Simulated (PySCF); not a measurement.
GeF₂ClBr, SMILES [F][Ge]([F])([Cl])[Br].

Coordinates come from a PBE0-D3(BJ)/def2-SVP optimisation. The structure was generated by enumeration, and PubChem lists no compound with its InChIKey, so it may never have been made.

Two levels are set side by side: TDA-PBE/def2-SVPD (PySCF) and TDA-LC-ωPBE/def2-SVPD (PySCF). Vertical, same geometry. The lowest singlet is HOMO→LUMO 99 % with PBE and HOMO→LUMO 91 % with the other functional; states are paired by order. Differences are taken from unrounded values.

```csv
quantity,TDA-PBE
lowest singlet excitation (eV),5.09
lowest triplet excitation (TDA) (eV),4.65
first bright state (f over 0.05) (eV),6.97
its oscillator strength,0.13
```

Q: These are the TDA-PBE values. What does TDA-LC-ωPBE give? (The exact figures need the calculation; the answer reports its results.)

A: 
```csv
quantity,TDA-LC-ωPBE,TDA-PBE minus TDA-LC-ωPBE
lowest singlet excitation (eV),6.35,-1.26
lowest triplet excitation (TDA) (eV),5.69,-1.04
first bright state (f over 0.05) (eV),8.53,-1.57
its oscillator strength,0.25,-0.12
```

A lower first singlet is the usual sign of a functional without exact exchange. Differences between two approximate levels are no errors against the true value.

Rough cost on one machine, each run with all the roots and properties that it gave: TDA-LC-ωPBE against TDA-PBE about 3 times.
